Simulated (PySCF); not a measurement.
F2Sr. Atoms are numbered in the order given.

```xyz
3

Sr     0.0000     0.0000    -0.2918
F      0.0000    -1.9366     0.6161
F      0.0000     1.9366     0.6161
```
Charge 0, spin multiplicity 1.

Geometry optimised at B3LYP-D3(BJ)/def2-TZVP. The isomer is the one that the SMILES or the coordinates give; other isomers of the formula were not compared. The def2 effective core potentials stand for the cores of Sr; spin–orbit coupling is left out.

The numbers are results of TDDFT-PBE/def2-TZVPD (PySCF), not measurements.

Vertical excitations. The molecule is in vacuum. State labels are in the subgroup C2v.

Computed UV-visible absorptions:
```tsv
state	symmetry	energy (eV)	λ (nm)	f	main pairs
S1	B2	4.32	287	0.000	HOMO→LUMO 100 %
S2	A1	4.59	270	0.001	HOMO−1→LUMO 100 %
S3	B1	4.61	269	0.013	HOMO−2→LUMO 100 %
S4	A2	4.77	260	0.000	HOMO−3→LUMO 100 %
S5	B2	4.82	257	0.020	HOMO−4→LUMO 100 %
S6	A1	5.10	243	0.011	HOMO−5→LUMO 100 %
S7	A2	5.90	210	0.000	HOMO→LUMO+1 100 %
S8	B2	5.98	207	0.000	HOMO→LUMO+2 100 %
S9	B1	6.18	201	0.000	HOMO−1→LUMO+1 98 %
S10	A1	6.20	200	0.001	HOMO−2→LUMO+1 97 %
T1	B2	4.28	290	0	HOMO→LUMO 100 %
T2	A1	4.55	272	0	HOMO−1→LUMO 100 %
T3	B1	4.57	271	0	HOMO−2→LUMO 100 %
T4	A2	4.73	262	0	HOMO−3→LUMO 100 %
```
Triplets are in the Tamm–Dancoff approximation, which puts them higher than full response would, so one can lie above its singlet here.
